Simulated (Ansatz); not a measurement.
CH6BGaTe (`C[B]([GaH2])[TeH]`) at its PBE0-D4/def2-TZVP geometry, where that method's forces vanish. Charge 0, multiplicity 1. Te takes the def2 core potential.

| atom | x (Å) | y (Å) | z (Å) |
| --- | --- | --- | --- |
| C1 | 0.7881 | -0.4205 | 1.0105 |
| B2 | -0.0851 | -0.1592 | -0.2652 |
| Ga3 | -1.1059 | 1.6346 | -0.5768 |
| Te4 | -0.2790 | -1.6380 | -1.7790 |
| H5 | 0.1731 | -0.3070 | 1.9117 |
| H6 | 1.5647 | 0.3496 | 1.0936 |
| H7 | 1.2732 | -1.3982 | 1.0511 |
| H8 | -0.4341 | 2.8628 | -1.3038 |
| H9 | -2.5875 | 1.8575 | -0.0839 |
| H10 | 0.6926 | -2.7816 | -1.0583 |

(1) For each bond, give half the difference of the two atoms' forces along it (eV/Å; positive pushes the atoms apart) under PBE-D4, r2SCAN-D4, B3LYP-D4, ωB97M-V in def2-TZVPP. (Best estimate.)

## Answers

(1) Computed: 
| bond | length (Å) | PBE-D4 | r2SCAN-D4 | B3LYP-D4 | ωB97M-V |
| --- | --- | --- | --- | --- | --- |
| C1–B2 | 1.568 | -0.04 | 0.02 | 0.00 | 0.08 |
| C1–H5 | 1.097 | 0.12 | -0.01 | -0.04 | -0.05 |
| C1–H6 | 1.097 | 0.13 | -0.01 | -0.04 | -0.05 |
| C1–H7 | 1.092 | 0.14 | -0.01 | -0.03 | -0.07 |
| B2–Ga3 | 2.087 | -0.12 | -0.08 | 0.00 | 0.04 |
| B2–Te4 | 2.125 | 0.10 | 0.12 | 0.16 | -0.02 |
| Ga3–H8 | 1.577 | 0.08 | -0.06 | -0.02 | -0.10 |
| Ga3–H9 | 1.577 | 0.08 | -0.06 | -0.02 | -0.10 |
| Te4–H10 | 1.665 | 0.28 | 0.05 | 0.07 | -0.16 |

B3LYP here is the variant with VWN-RPA as its local correlation; programs differ in this.
